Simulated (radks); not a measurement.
Values are calculated unless marked as measured or tabulated.
All-electron atom: Lu in [Xe] 4f14 6s2 5f1 (not the ground configuration). Level of theory: scalar-relativistic Kohn-Sham, PBE, spin-polarised, spherical densities, point nucleus; open shells are filled with parallel spins first (spin-orbit coupling, left out, can overturn this in heavy ions) (a radial shooting solver on a logarithmic mesh with Libxc functionals). Some entries of the table are withheld. Estimate them.

orbital,occ.,eigenvalue (hartree),<1/r> (bohr^-1)
1s down,1,-2324.524,82.24
1s up,1,-2324.524,82.24
2s down,1,-395.9001,19.19
2s up,1,-395.9001,19.19
2p down,3,-348.2853,17.55
2p up,3,-348.2853,17.55
3s down,1,-89.91757,7.093
3s up,1,-89.91757,7.093
3p down,3,-75.63157,6.589
3p up,3,-75.63157,6.589
3d down,5,-58.49397,6.237
3d up,5,-58.49397,6.237
4s down,1,-18.10591,3.000
4s up,1,-18.10591,3.000
4p down,3,-13.41968,2.734
4p up,3,-13.41968,2.734
4d down,5,-7.31023,2.420
4d up,5,-7.31023,2.420
5s down,1,-2.50392,1.136
5s up,1,-2.50392,1.136
5p down,3,(1),(2)
5p up,3,(3),(4)
4f down,7,-0.61143,1.829
4f up,7,-0.61142,1.829
6s up,1,-0.33883,0.3845
6s down,1,-0.33856,0.3846
5f up,1,-0.01735,0.06802

Answer. 
(1) 5p down eigenvalue (hartree): -1.41776
(2) 5p down <1/r> (bohr^-1): 0.9427
(3) 5p up eigenvalue (hartree): -1.41776
(4) 5p up <1/r> (bohr^-1): 0.9427
